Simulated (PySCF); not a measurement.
## TDDFT excited states: Ge4H12Si

Si(GeH3)4.
SMILES: `[GeH3][Si]([GeH3])([GeH3])[GeH3]`

Level of theory: TDDFT wB97X-D/def2-SVPD, vertical, gas phase, core orbitals frozen in the response in PySCF 2.14.0, density-fitted response routines. Geometry: PBE0-D3(BJ)/def2-SVP; no solvent, vibrations or thermal averaging. Relativistic effects, spin–orbit coupling among them, are left out although an element past zinc is present.

Problem. Predict the UV-vis stick spectrum at this level.

Solution. 

```
state  λ (nm)  E (eV)       f                        main configurations (H = HOMO, L = LUMO)
   S1   186.8    6.64  0.0001                    H-2→L/L+1/L+2 (≥37%), H-1/H→L/L+1/L+2 (≥15%)
   S2   186.5    6.65  0.0000                                          H-1/H→L/L+1/L+2 (≥68%)
   S3   186.2    6.66  0.0001                    H-1/H→L/L+1/L+2 (≥38%), H-2→L/L+1/L+2 (≥14%)
   S4   182.7    6.79  0.0006                    H-1/H→L/L+1/L+2 (≥55%), H-2→L/L+1/L+2 (≥20%)
   S5   182.3    6.80  0.0009                    H-2→L/L+1/L+2 (≥36%), H-1/H→L/L+1/L+2 (≥23%)
   S6   180.1    6.88  0.0018                    H-1/H→L/L+1/L+2 (≥56%), H-2→L/L+1/L+2 (≥16%)
   S7   178.5    6.95   0.113  H-1/H→L+6 (≥16%), H-1/H→L/L+1/L+2 (≥10%), H-2→L/L+1/L+2 (≥10%)
   S8   178.4    6.95   0.120                           H-1/H→L/L+1/L+2 (≥35%), H-2→L+5 (18%)
   S9   178.2    6.96   0.123        H-2→L/L+1/L+2 (≥27%), H-1/H→L+5 (≥20%), H-1/H→L+6 (≥16%)
  S10   174.7    7.10  0.0005                              H-1/H→L+5 (≥66%), H-1/H→L+6 (≥18%)
  S11   174.3    7.11  0.0003                                 H-1/H→L+6 (≥48%), H-2→L+5 (34%)
  S12   174.2    7.12  0.0024               H-2→L+6 (53%), H-1/H→L+5 (≥20%), H-1/H→L+6 (≥14%)
  S13   171.8    7.22   0.068                                                H-1/H→L+4 (≥73%)
  S14   171.7    7.22   0.048                                 H-1/H→L+4 (≥72%), H-2→L+5 (12%)
```

Triplets (Tamm–Dancoff): T1 6.10 eV, H-1/H→L/L+1/L+2 (≥30%), H-2→L/L+1/L+2 (≥21%); T2 6.11 eV, H-1/H→L/L+1/L+2 (≥21%), H-2→L/L+1/L+2 (≥16%); T3 6.12 eV, H-1/H→L/L+1/L+2 (≥34%), H-2→L/L+1/L+2 (≥13%).

The lowest singlet comes at 187 nm (640 kJ/mol) in the vacuum ultraviolet; it is dark (f under 0.0005); its leading configuration is HOMO-2→LUMO/LUMO+1/LUMO+2 (≥37%). The most intense listed level is S7/S8/S9 at 6.95 eV (178 nm, f = 0.355 summed), 0.31 eV above S1. S2/S3, S7/S8/S9, S11/S12 and S13/S14 lie within about 0.01 eV of each other in each set. Löwdin shares by element: HOMO (one of a set within 0.03 eV) germanium 43% or more, silicon 30% (atoms not listed hold the other 27%); LUMO (one of a set within 0.03 eV) germanium 39% or more, silicon 19% (atoms not listed hold the other 42%). The listed states span 0.58 eV. The oscillator strengths of these states sum to 0.478; summed over the whole spectrum of an exact calculation they would give the number of electrons, 154 (Thomas–Reiche–Kuhn). Weighted by f, the mean energy of these states is 7.02 eV. Orbitals of the list HOMO-3 to LUMO+2 that lie within 0.01 eV of each other are written together with a slash and their weights summed (≥ marks a lower bound); for degenerate orbitals outside that list single weights are arbitrary. Singlets were solved by full linear response, triplets in the Tamm–Dancoff approximation. The highest level found (7.23 eV, f 0.022 so far) is left out, since the window may have cut off a degenerate partner.

Without π bonds the low states are Rydberg-like; a valence basis with one diffuse set may place them up to an eV too high.
